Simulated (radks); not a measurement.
Values are calculated unless marked as measured or tabulated.
All-electron atom: La II in [Xe] 5d2. Level of theory: Dirac Kohn-Sham, BP86, spin-unpolarised, spherical densities, finite nucleus; open shells fill j = l - 1/2 first; Fermi nuclear charge, rms radius 4.855 fm (a radial shooting solver on a logarithmic mesh with Libxc functionals).

Unscreened Slater integrals over Kohn-Sham orbitals (cm^-1). Large and small components are both included. Empty in this configuration: 4f5/2.

integral,value
"F0(5d3/2,5d3/2)",69528
"F2(5d3/2,5d3/2)",35494
"F0(5d3/2,5p3/2)",82295
"F2(5d3/2,5p3/2)",38329
"G1(5d3/2,5p3/2)",44098
"G3(5d3/2,5p3/2)",27054
"F0(5d3/2,5p1/2)",83253
"G1(5d3/2,5p1/2)",41634
"F0(5d3/2,5s1/2)",85474
"G2(5d3/2,5s1/2)",26471
"F0(5d3/2,4f5/2)",88355
"F2(5d3/2,4f5/2)",24793
"G1(5d3/2,4f5/2)",15522
"G3(5d3/2,4f5/2)",11322
"F0(5p3/2,5p3/2)",107250
"F2(5p3/2,5p3/2)",57702
"F0(5p3/2,5p1/2)",109640
"G2(5p3/2,5p1/2)",58637
"F0(5p3/2,5s1/2)",115380
"G1(5p3/2,5s1/2)",76168
"F0(5p3/2,4f5/2)",124230
"F2(5p3/2,4f5/2)",47174
"G2(5p3/2,4f5/2)",28797
"G4(5p3/2,4f5/2)",21424
"F0(5p1/2,5p1/2)",112250
"F0(5p1/2,5s1/2)",118540
"G1(5p1/2,5s1/2)",80769
"F0(5p1/2,4f5/2)",128600
"G2(5p1/2,4f5/2)",31648
"F0(5s1/2,5s1/2)",126280
"F0(5s1/2,4f5/2)",139850
"G3(5s1/2,4f5/2)",32199
"F0(4f5/2,4f5/2)",174700
"F2(4f5/2,4f5/2)",79871
"F4(4f5/2,4f5/2)",49513
